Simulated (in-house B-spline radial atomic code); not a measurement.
## HSE06 excitations of Sn V (Sn4+)

Method: HSE06. Computed with a B-spline radial code for spherical atoms: linear response of the closed shell [Kr] 4d10 with the functional's adiabatic kernel; scalar-relativistic (spin-free one-electron X2C), finite nucleus, no spin-orbit coupling, no double excitations, S, P, D and F terms only; shells from n = 2 respond. Only terms of natural parity with L up to 3 were computed.

Command:
```bash
python run_td.py task.json out
```
Settings (radii: box in bohr, nucleus in fm):
```
Z                        50
electrons                46
configuration            [Kr] 4d10
hamiltonian              x2c
method                   hse06
box_radius               19.1
rms_radius               4.6519
intervals                71
```

Time taken, with all properties: 5.8 s on 1 thread of Arm Neoverse N1 (shared host).

The lowest states, in the order of their Tamm-Dancoff energies; the method's threshold (minus the highest occupied level) is 69.97 eV. Labels give the largest channel, * marks a mixed state, and oscillator strengths are full-response dipole values. Semilocal kernels can invert the small singlet-triplet splittings of Rydberg terms. Energies in eV:

| state | full response | Tamm-Dancoff | oscillator strength |
| --- | --- | --- | --- |
| 4d → 5s 3D | 21.785 | 21.807 | - |
| 4d → 5s 1D | 22.570 | 22.582 | - |
| 4d → 5p 3P | 31.63 | 31.65 | - |
| 4d → 5p 3F | ? | ? | - |
| 4d → 5p 1F | 32.33 | 32.34 | - |
| 4d → 5p 1P | ? | ? | ? |
| 4d → 5d 3S | 44.92 | 44.95 | - |
| 4d → 5d 3D | 45.67 | 45.68 | - |
| 4d → 5d 1D | 46.05 | 46.06 | - |
| 4d → 6s 3D | 48.19 | 48.20 | - |
| 4d → 6s 1D | 48.37 | 48.37 | - |
| 4d → 5d 1S | 48.54 | 48.88 | - |
| 4d → 4f 3P | 50.10 | 50.13 | - |
| 4d → 4f 3F | 50.76 | 50.78 | - |
| 4d → 4f 1F | 51.46 | 51.47 | - |
| 4d → 6p 3P | 51.73 | 51.74 | - |
| 4d → 6p 3F | 51.83 | 51.83 | - |
| 4d → 6p 1F | 51.94 | 51.94 | - |
| 4d → 6p 1P | 52.00 | 52.03 | 0.00723 |
| 4d → 4f 1P | 53.42 | 53.59 | 1.89 |
| 4d → 6d 3S | 56.74 | 56.75 | - |
| 4d → 6d 3D | 56.97 | 56.97 | - |

Question: Where does 4d → 5p 1P lie?

Answer: At 33.20 eV in full response, 33.27 eV in Tamm-Dancoff, oscillator strength 0.891.

Question: Where does 4d → 5p 3F lie?

Answer: At 31.91 eV in full response, 31.93 eV in Tamm-Dancoff.

Question: How large is the singlet-triplet splitting of 4d → 5s (D terms) in Tamm-Dancoff?

Answer: 0.776 eV, from the unrounded values.

Question: What polarisabilities and dispersion coefficient does the method give?

Answer: Dipole 2.37 bohr³, quadrupole 5.005 bohr⁵, C6 9.189 hartree·bohr⁶ for two such species.
